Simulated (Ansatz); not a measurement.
CH₃BO₂S, SMILES `OB1OCS1` at its PBE0-D4/def2-TZVP geometry, where that method's forces vanish. Total charge 0; spin multiplicity 1.

```xyz
8

O    -1.6125    1.3751   -0.1397
B    -0.6281    0.4664   -0.0323
O     0.6883    0.7003   -0.3498
C     1.1350   -0.6075   -0.0163
S    -0.4955   -1.2798    0.4985
H    -2.4773    1.0545    0.1220
H     1.8512   -0.5853    0.8050
H     1.5388   -1.1236   -0.8873
```

Question: What forces (eV/Å) does r2SCAN-D4/def2-TZVPP give on these atoms in Ansatz 0.2.0? (An estimate is asked.)

Answer: Ansatz gave: 
```
O1  -0.095  0.140 -0.026
B2  -0.066 -0.109  0.046
O3   0.121  0.379 -0.142
C4   0.262 -0.206  0.017
S5  -0.196 -0.207  0.102
H6  -0.015 -0.007  0.005
H7  -0.006  0.005 -0.001
H8  -0.005  0.005  0.000
```
